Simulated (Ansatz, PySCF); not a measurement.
Spin gap between two states, R1 and P1; the higher of the two is an excited state, each structure at its B3LYP-D3(BJ)/def2-TZVP stationary point, reached from a drawn start (curvature not checked).
R1, C2H4 (SMILES C=C) (charge 0, multiplicity 1, Z-matrix in Å and degrees):
```
C
C 1 1.3246
H 2 1.0833 1 121.72
H 2 1.0833 3 116.56 1 -180.00
H 1 1.0833 2 121.72 3 0.01
H 1 1.0833 5 116.56 2 180.00
```
P1, C2H4 (SMILES C=C) (charge 0, multiplicity 3, Z-matrix in Å and degrees):
```
C
H 1 1.0863
H 1 1.0863 2 116.40
C 1 1.4426 2 121.80 3 180.00
H 4 1.0863 1 121.80 2 -90.00
H 4 1.0863 5 116.40 1 180.00
```

P less R. No zero-point or thermal terms; singlets are restricted closed shells; open shells are unrestricted.

Frozen-core correlation throughout. CBS(a, b) extrapolates the correlation energy as X⁻³ and adds the Hartree–Fock energy of set b.

Run with Ansatz (Gaussian basis) for Hartree–Fock, density functionals and correlated methods; PySCF for the D3/D4 terms. Each number belongs to the level named beside it.

Question: Predict the spin gap from r2SCAN-D3(BJ)/def2-TZVPP.

Answer: 57.2 kcal/mol

Question: What is the computed spin gap (wB97M-V/def2-TZVPP)?

Answer: 67.5 kcal/mol

Question: Give the spin gap at the level CCSD(T)/CBS(cc-pVTZ, cc-pVQZ).

Answer: 68.7 kcal/mol

Ansatz is an electronic-structure program.
